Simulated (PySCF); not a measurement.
First SCF of a structure search on singlet CoCl₂⁺, at a hand-made bent geometry. PySCF input:

```python
from pyscf import gto, scf, dft
mol = gto.M(atom='''
Co     0.000000     0.000000     0.000000
Cl     1.685800     0.000000     1.180400
Cl    -1.685800     0.000000     1.180400''',
    basis={'Co': 'def2-TZVP', 'Cl': 'def2-TZVP'},
    charge=1, spin=0)
mf = dft.RKS(mol, xc='PBE0')
mf.grids.atom_grid = (50, 194)
aux = {'Co': 'def2-universal-JKFIT', 'Cl': 'def2-universal-JKFIT'}
mf = mf.density_fit(auxbasis=aux)
mf.conv_tol = 1e-08
mf.diis_space = 10
mf.max_cycle = 60
mf.init_guess = 'minao'
mf.verbose = 4
mf.kernel()
```

Excerpt of the output (cycles and frontier levels):

```
init E= -2301.84586103128
  HOMO = 0.169950667477833  LUMO = 0.17617267274653  gap/eV = 0.16931
cycle= 1 E= -2284.8243773095  delta_E=   17  |g|= 8.01  |ddm|=  8.8
  HOMO = -1.60831129377361  LUMO = -1.49518697537008  gap/eV = 3.07827
cycle= 2 E= -2231.6438362155  delta_E= 53.2  |g|= 19.6  |ddm|= 16.9
  HOMO = -1.0559759951733  LUMO = -0.91440351585017  gap/eV = 3.85238
cycle= 3 E= -2276.10901702799  delta_E= -44.5  |g|= 14.2  |ddm|= 10.1
  HOMO = -0.944526214231357  LUMO = -0.830680936085092  gap/eV = 3.09789
cycle= 4 E= -2283.05875989692  delta_E= -6.95  |g|= 12.2  |ddm|= 2.13
  HOMO = -0.86888635197948  LUMO = -0.827619373510996  gap/eV = 1.12293
cycle= 5 E= -2292.19408908661  delta_E= -9.14  |g|= 9.06  |ddm|=  4.3
  HOMO = -0.773959710819382  LUMO = -0.717653830514526  gap/eV = 1.53216
cycle= 6 E= -2293.58436573464  delta_E= -1.39  |g|= 8.14  |ddm|= 0.695
  HOMO = -0.786928519054593  LUMO = -0.745619547515541  gap/eV = 1.12407
... 22 lines left out ...
cycle= 18 E= -2302.29585192935  delta_E= -1.96e-06  |g|= 0.00165  |ddm|= 0.00229
  HOMO = -0.563166952107619  LUMO = -0.462295060270808  gap/eV = 2.74486
cycle= 19 E= -2302.2958524745  delta_E= -5.45e-07  |g|= 0.000526  |ddm|= 0.00137
  HOMO = -0.563148175249767  LUMO = -0.46227892218867  gap/eV = 2.74479
cycle= 20 E= -2302.29585255123  delta_E= -7.67e-08  |g|= 0.000181  |ddm|= 0.000496
  HOMO = -0.563143927021275  LUMO = -0.46226859998459  gap/eV = 2.74496
cycle= 21 E= -2302.29585256105  delta_E= -9.82e-09  |g|= 4.94e-05  |ddm|= 0.000209
  HOMO = -0.56314784540338  LUMO = -0.462275673081859  gap/eV = 2.74487
Extra cycle  E= -2302.2958525544  delta_E= 6.65e-09  |g|= 0.000253  |ddm|= 0.000119
converged SCF energy = -2302.2958525544
```

This is not the lowest solution: all starts ended here, but a stability analysis within the same restricted form found one 4.5 kJ/mol lower, at -2302.29757 Eh.

At the minimum of this search the closed-shell solution is unstable towards spin polarisation, so a lower open-shell solution exists.

The search for the lowest solution, 3 starts and the stability check together, took 25 s on 4 threads of a shared Arm Neoverse N1 host, with 119 basis functions; the process peaked at 0.44 GiB. Launch command: `OMP_NUM_THREADS=4 python axn.py task.json out`.
